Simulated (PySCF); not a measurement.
Calculation: TPSSh-D3(BJ)/def2-TZVP // PBE-D3(BJ)/def2-SVP run with PySCF 2.14.0. Gas-phase values, no solvent. 

Reference species: [Ta(=O)(F)3] (neutral, multiplicity 1).

```yaml
HOMO–LUMO gap: 7.09 eV
coordination_number: 4
```

Changed species: [W(=O)2(F)2] (M = W, dioxo; the reference has M = Ta, oxo).

Question: What does the change do to the HOMO–LUMO gap and coordination number?

Answer: the HOMO–LUMO gap falls by 1.41 eV, to 5.68 eV; the coordination number hardly moves.
